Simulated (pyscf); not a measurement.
H₂N–B(NH₂)–OH, singlet

Gas-phase minimum from PySCF at ωB97X-D3(BJ)/def2-SVP, one conformer. 

```
B
O 1 1.3872
H 2 0.9602 1 113.07
N 1 1.4237 2 116.70 3 -179.85
H 4 1.0090 1 124.52 2 -179.98
H 4 1.0103 5 114.57 1 179.88
N 1 1.4319 2 121.64 3 0.16
H 7 1.0101 1 123.78 2 0.09
H 7 1.0102 8 113.23 1 -179.97
```
Charge 0, spin multiplicity 1.

Properties at ωB97X-D3(BJ)/def2-SVP:

```yaml
harmonic_wavenumbers_unscaled: 101, 158, 283, 376, 423, 442, 517, 638, 834, 866, 913, 1013, 1417, 1431, 1600, 1610, 3664, 3671, 3764, 3779, 3955 cm⁻¹
zero_point_energy: 45.0 kcal/mol
rotational_symmetry_number: 1
Entropy of this conformer at 298 K and 1 atm, rigid rotor and harmonic oscillator, modes under 100 cm⁻¹ raised to 100: 311.0 J/(mol K)
dipole_moment: 1.90 D
```

Single-point totals, which compare only within one level (frozen core for MP2 and CC):

```json
[
 {"level": "ωB97X-D3(BJ)/def2-TZVP", "total energy (hartree)": "-212.88470"},
 {"level": "PBE/def2-TZVP", "total energy (hartree)": "-212.55799"},
 {"level": "r²SCAN/def2-TZVP", "total energy (hartree)": "-212.70004"},
 {"level": "B3LYP-D3(BJ)/def2-TZVP", "total energy (hartree)": "-212.83421"},
 {"level": "PBE0-D3(BJ)/def2-TZVP", "total energy (hartree)": "-212.57623"},
 {"level": "M06-2X/def2-TZVP", "total energy (hartree)": "-212.73323"},
 {"level": "ωB97M-D3(BJ)/def2-TZVP", "total energy (hartree)": "-212.87385"},
 {"level": "HF/def2-TZVPP", "total energy (hartree)": "-211.59627"},
 {"level": "MP2/def2-TZVPP", "total energy (hartree)": "-212.36322"},
 {"level": "CCSD/def2-TZVPP", "total energy (hartree)": "-212.38441"},
 {"level": "CCSD(T)/def2-TZVPP", "total energy (hartree)": "-212.41328"}
]
```

Soft torsions are taken as harmonic, which can shift the entropy by several J/(mol K). The CCSD(T) − MP2 part came from Ansatz, without density fitting, on the same reference.
